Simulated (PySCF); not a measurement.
Computed shifts of a molecule C3H8BN, HF/pcSseg-1 run with PySCF, GIAO, gas phase, atoms alike by connectivity averaged where their shifts nearly agree, in ppm (number of nuclei): ¹³C: 149.9 (1), 138.2 (1), 7.8 (1). ¹H: 6.54 (1), 6.17 (2), 3.82 (1), 3.62 (1), 0.75 (3). ¹⁵N: 87.0 (1). References: ¹¹B against BF3 (σ = 102.7 ppm); ¹³C against TMS (σ = 192.6 ppm); ¹H against TMS (σ = 31.99 ppm); ¹⁵N against NH3 (σ = 267.3 ppm), references at their B3LYP-D3(BJ)/def2-TZVP geometries, non-relativistic. Geometry: B3LYP-D3(BJ)/def2-SVP. The values are those of a single conformer.

Identify the compound among the candidates.
A) BC.CC#N
B) C=CB(C)N
C) NB1CCC1

B, C=CB(C)N
